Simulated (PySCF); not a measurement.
Sn(I)(NH2), SMILES [NH2][Sn][I] (B3LYP/def2-SVP optimised geometry):

```
5

Sn    -0.866    -1.343     0.000
I      1.940    -1.343     0.000
N     -1.045     0.689     0.000
H     -0.264     1.343    -0.001
H     -1.940     1.175    -0.001
```

Computed with B3LYP/def2-TZVP, def2 effective core potentials past Kr (PySCF).

Problem. What are the frontier orbital energies and the dipole moment?

Solution. HOMO-2 -7.25 eV, HOMO-1 -6.90 eV, HOMO -6.80 eV, LUMO -2.55 eV, LUMO+1 -1.30 eV; dipole moment 3.44 D.

On the same geometry PBE/def2-TZVP, def2 effective core potentials past Kr (PySCF 2.14.0) gives HOMO-2 -6.46 eV, HOMO-1 -6.03 eV, HOMO -5.98 eV, LUMO -2.97 eV, LUMO+1 -1.75 eV; dipole moment 3.30 D.
